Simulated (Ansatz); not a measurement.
The cluster AgBr2⁻, relaxed as a singlet with RKS PBE-D4/def2-TZVPD in Ansatz, starting from the GFN2-xTB geometry. Force threshold 0.02 eV/Å.

In the def2 sets Ag takes a core potential; there is no spin–orbit coupling. The structure comes from a short search, and lower isomers may exist.

Start:

Cartesian coordinates in Å:
```
Ag -0.001 0.001 0.000
Br -0.919 -1.696 1.502
Br 0.919 1.695 -1.502
```

```tsv
step	energy (eV)	largest force component (eV/Å)	SCF passes
1	-144077.8240	0.169	15
2	-144077.8289	0.008	21
```

Force components are those of the run's own axes.

End:

```xyz
3

Ag   -0.0002    0.0002    0.0001
Br   -0.9286   -1.7136    1.5177
Br    0.9288    1.7134   -1.5178
```

By distances, no bond broke or formed. The bond that changes most is Ag1–Br3, from 2.44 to 2.47 Å (atoms count from 1).

No frequencies were taken in this run, so the end may be a saddle point.

Run time 2.2 s (4 threads of Arm Neoverse V1 on a shared host).
